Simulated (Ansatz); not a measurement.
Relaxation of ClGeH2S (5 atoms, charge 0, multiplicity 2), to a largest force component of 0.015 eV/Å in at most 40 steps.

Level of theory: Ansatz 0.2.0, UKS PBE0/def2-SVP.

```xyz
5
Properties=species:S:1:pos:R:3
S -1.464 0.508 0.241
Ge 0.428 -0.514 0.370
Cl 1.663 0.073 -1.302
H -1.707 0.007 -1.039
H 1.129 -0.148 1.688
```

Question: Where does it end, and by what steps?

Answer: The forces met the threshold. After 4 steps the energy has fallen by 0.089 eV; H4 moved furthest, 0.09 Å.

| step | energy less start (eV) | largest force component (eV/Å) | accepted |
| --- | --- | --- | --- |
| 0 | 0.0000 | 1.120 | yes |
| 1 | -0.0827 | 0.413 | yes |
| 2 | -0.0873 | 0.065 | yes |
| 3 | -0.0885 | 0.035 | yes |
| 4 | -0.0887 | 0.009 | yes |

```xyz
5
Properties=species:S:1:pos:R:3
S -1.504 0.463 0.252
Ge 0.460 -0.582 0.346
Cl 1.752 0.057 -1.292
H -1.770 0.073 -1.014
H 1.112 -0.084 1.667
```

Whether the end is a true minimum wasn't checked by a vibrational analysis.

Run time: 5 s on 2 threads of AMD EPYC 9R45 96-Core Processor (Zen 5) (shared host), peak memory 0.25 GiB.
